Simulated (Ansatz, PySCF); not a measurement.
5-ethenylidene-2H-furan (C6H6O), SMILES C=C=C1C=CCO1. Atoms are numbered in the order given.

```xyz
13

C      0.0206    -2.9476     0.0000
C      0.0236    -1.6410     0.0000
C     -0.0184    -0.3199     0.0000
C     -1.1990     0.5407     0.0000
C     -0.7866     1.8148     0.0000
C      0.7079     1.8357     0.0000
O      1.0970     0.4743     0.0000
H      0.0226    -3.5274    -0.9331
H      0.0226    -3.5274     0.9331
H     -2.2211     0.1656     0.0000
H     -1.4105     2.7090     0.0000
H      1.1285     2.3418     0.8904
H      1.1285     2.3418    -0.8904
```

Coordinates come from a PBE0-D3(BJ)/def2-SVP optimisation. One conformer was computed; it need not be the lowest.

Two levels are set side by side: PBE-D3(BJ)/def2-SVP (Ansatz, a program for electronic structure) and PBE0-D3(BJ)/def2-SVP (Ansatz). Each level has its own optimised geometry; the coordinates shown are those of the second. Frequencies come from the Hessian of PySCF at each geometry. Differences are taken from unrounded values.

```tsv
quantity	PBE0-D3(BJ)
mean bond length (Å)	1.254
bond C1–C2 (Å)	1.307
bond C2–C3 (Å)	1.322
bond C3–C4 (Å)	1.461
bond C3–O7 (Å)	1.369
bond C4–C5 (Å)	1.339
bond C5–C6 (Å)	1.495
bond C6–O7 (Å)	1.416
bond C1–H8 (Å)	1.099
bond C1–H9 (Å)	1.099
bond C4–H10 (Å)	1.089
bond C5–H11 (Å)	1.090
bond C6–H12 (Å)	1.107
bond C6–H13 (Å)	1.107
highest harmonic wavenumber (cm⁻¹)	3279
mean harmonic wavenumber (cm⁻¹)	1360
zero-point energy (kcal/mol)	64.16
```

Question: What does PBE-D3(BJ) give, and how far is it from PBE0-D3(BJ)? (The exact figures need the calculation; the answer reports its results.)

Answer: 
```json
[
 {"quantity": "mean bond length (Å)", "PBE-D3(BJ)": "1.264", "PBE-D3(BJ) minus PBE0-D3(BJ)": "0.010"},
 {"quantity": "bond C1–C2 (Å)", "PBE-D3(BJ)": "1.315", "PBE-D3(BJ) minus PBE0-D3(BJ)": "0.009"},
 {"quantity": "bond C2–C3 (Å)", "PBE-D3(BJ)": "1.334", "PBE-D3(BJ) minus PBE0-D3(BJ)": "0.012"},
 {"quantity": "bond C3–C4 (Å)", "PBE-D3(BJ)": "1.464", "PBE-D3(BJ) minus PBE0-D3(BJ)": "0.003"},
 {"quantity": "bond C3–O7 (Å)", "PBE-D3(BJ)": "1.386", "PBE-D3(BJ) minus PBE0-D3(BJ)": "0.016"},
 {"quantity": "bond C4–C5 (Å)", "PBE-D3(BJ)": "1.352", "PBE-D3(BJ) minus PBE0-D3(BJ)": "0.013"},
 {"quantity": "bond C5–C6 (Å)", "PBE-D3(BJ)": "1.501", "PBE-D3(BJ) minus PBE0-D3(BJ)": "0.006"},
 {"quantity": "bond C6–O7 (Å)", "PBE-D3(BJ)": "1.433", "PBE-D3(BJ) minus PBE0-D3(BJ)": "0.017"},
 {"quantity": "bond C1–H8 (Å)", "PBE-D3(BJ)": "1.108", "PBE-D3(BJ) minus PBE0-D3(BJ)": "0.009"},
 {"quantity": "bond C1–H9 (Å)", "PBE-D3(BJ)": "1.108", "PBE-D3(BJ) minus PBE0-D3(BJ)": "0.009"},
 {"quantity": "bond C4–H10 (Å)", "PBE-D3(BJ)": "1.097", "PBE-D3(BJ) minus PBE0-D3(BJ)": "0.008"},
 {"quantity": "bond C5–H11 (Å)", "PBE-D3(BJ)": "1.098", "PBE-D3(BJ) minus PBE0-D3(BJ)": "0.008"},
 {"quantity": "bond C6–H12 (Å)", "PBE-D3(BJ)": "1.117", "PBE-D3(BJ) minus PBE0-D3(BJ)": "0.010"},
 {"quantity": "bond C6–H13 (Å)", "PBE-D3(BJ)": "1.117", "PBE-D3(BJ) minus PBE0-D3(BJ)": "0.010"},
 {"quantity": "highest harmonic wavenumber (cm⁻¹)", "PBE-D3(BJ)": "3187", "PBE-D3(BJ) minus PBE0-D3(BJ)": "-92"},
 {"quantity": "mean harmonic wavenumber (cm⁻¹)", "PBE-D3(BJ)": "1307", "PBE-D3(BJ) minus PBE0-D3(BJ)": "-53"},
 {"quantity": "zero-point energy (kcal/mol)", "PBE-D3(BJ)": "61.66", "PBE-D3(BJ) minus PBE0-D3(BJ)": "-2.49"}
]
```

GGA bonds tend to be longer and softer than those of functionals with exact exchange. Differences between two approximate levels are no errors against the true value.
